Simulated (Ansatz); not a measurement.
Computed with Ansatz on PBE0-D4/def2-TZVP structures; ΔE is electronic, products minus reactants. CBS: MP2 limit from def2 TZ/QZ plus the TZ coupled-cluster correction, frozen cores. This one scheme is used for every species. Functionals use def2-TZVPP. B3LYP here is the variant with VWN-RPA as its local correlation; programs differ in this. Elements past krypton have def2 core potentials. For Sn outer-core shells are correlated without core-valence functions, which leaves a few kJ/mol of doubt a bond. One conformer a species, not always the lowest.

Consider the stannylene formation by 1,1-elimination: `[CH3][SnH]([NH2])[Cl]` → CH₄ + `[NH2][Sn][Cl]`.

```
             level  ΔE (kJ/mol)  difference from CCSD(T)/CBS
       LDA (SPW92)        -53.8                          3.2
           ωB97X-V        -52.7                          4.3
             B3LYP       -100.4                        -43.4
           r2SCANh        -67.3                        -10.3
           r2SCAN0        -61.6                         -4.6
       HF/def2-SVP        -77.0                        -20.0
  CCSD(T)/def2-SVP        -67.7                        -10.7
CCSD(T)/def2-TZVPP        -54.6                          2.4
     MP2/CBS(def2)        -61.2                         -4.2
    CCSD/CBS(def2)        -59.2                         -2.2
       CCSD(T)/CBS        -57.0                            0
```

Largest T1 diagnostic among the species: 0.016.

From BLYP to BHLYP (50 % exact exchange), in def2-TZVPP and without D4, ΔE moves by +40.3 kJ/mol. At CCSD(T), def2-SVP lies −10.7 kJ/mol from the extrapolated value and def2-TZVPP +2.4 kJ/mol.
